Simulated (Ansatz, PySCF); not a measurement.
System: CH8N3Si (charge 0, doublet). It need not be the lowest isomer of its formula. 
Structure (B3LYP-D3(BJ)/def2-TZVP (Ansatz, a quantum-chemistry and plane-wave program) minimum search):
```
Si
N 1 1.7089
H 2 1.0052 1 123.89
H 2 1.0058 3 113.36 1 164.20
N 1 1.7194 2 106.67 3 -52.35
H 5 1.0072 1 122.08 2 160.51
H 5 1.0077 6 111.93 1 -154.00
N 1 1.7605 2 102.12 3 -176.31
H 8 1.0225 1 113.28 2 166.68
C 1 1.8728 2 117.15 3 67.02
H 10 1.0913 1 110.90 2 64.01
H 10 1.0929 11 107.97 1 120.64
H 10 1.0930 11 107.88 12 116.42
```
Charge 0, spin multiplicity 2.

Dipole moments at this geometry, in debye (magnitudes).

```json
[
 {"level": "BHLYP/def2-TZVPD", "program": "Ansatz", "dipole (D)": "1.61"},
 {"level": "TPSSh/def2-TZVPD", "program": "PySCF", "dipole (D)": "1.65"},
 {"level": "CAM-B3LYP/def2-TZVPD", "program": "Ansatz", "dipole (D)": "1.64"},
 {"level": "wB97X-V/def2-TZVPD", "program": "Ansatz", "dipole (D)": "1.62"},
 {"level": "CCSD(T)/aug-cc-pV(D+d)Z", "program": "Ansatz", "dipole (D)": "1.58"}
]
```
